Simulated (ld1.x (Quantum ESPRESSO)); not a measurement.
**oxygen, RRKJ: configuration errors across variants**

* Element: oxygen
* Generator: ld1.x (Quantum ESPRESSO) 7.5
* Type: norm-conserving RRKJ (Kleinman–Bylander form)
* Functional: PBE
* Relativity: scalar-relativistic
* Frozen core: [He]
* Valence charge: 6
* Reference configuration: 2s2 2p4
* Partial waves: 2s (bound): rc 0.80 bohr; 2p (bound): rc 1.35 bohr
* Local potential: the p channel
* Core correction: Bessel-smoothed model core inside 0.35 bohr

All-electron excitation energies from the reference (eV): (1) 2s2 2p3 16.431; (2) 2s2 2p2 50.017; (3) 2s2 2p1 103.886; (4) 2s1 2p4 31.659; (5) 2s2 2p3.5 6.286; (6) 2s2 2p4.3 -2.123; (7) 2s2 2p0 180.791.

Errors AE − PS in meV (a dash: test not solved or not reliable):

| change | (1) | (2) | (3) | (4) | (5) | (6) | (7) | bound ghosts |
| --- | --- | --- | --- | --- | --- | --- | --- | --- |
| base | -4.6 | +38 | +335 | -32 | -2.0 | -0.4 | +1304 | none |
| core correction none | -4.3 | +43 | +363 | -32 | -2.0 | -0.4 | +1439 | none |
| core correction Bessel-smoothed model core inside 0.36 bohr | -4.6 | +38 | +335 | -32 | -2.0 | -0.4 | +1306 | none |
| core correction Bessel-smoothed model core inside 0.42 bohr | -4.4 | +40 | +342 | -31 | -2.0 | -0.4 | +1328 | none |
| core correction Bessel-smoothed model core inside 0.56 bohr | -4.3 | +42 | +356 | -31 | -2.0 | -0.4 | +1400 | none |
| core correction Bessel-smoothed model core inside 0.64 bohr | -5.0 | +35 | +326 | -32 | -2.1 | -0.4 | +1315 | none |
| core correction Bessel-smoothed model core inside 0.74 bohr | -4.7 | +37 | +335 | -32 | -2.0 | -0.4 | +1323 | none |
| core correction Bessel-smoothed model core inside 0.82 bohr | -4.6 | +39 | +343 | -32 | -2.0 | -0.4 | +1363 | none |

Q: Give the same row for: core correction Bessel-smoothed model core inside 0.94 bohr.

A: -4.5, +41, +353, -32, -2.0, -0.4, +1398; bound ghosts: none.
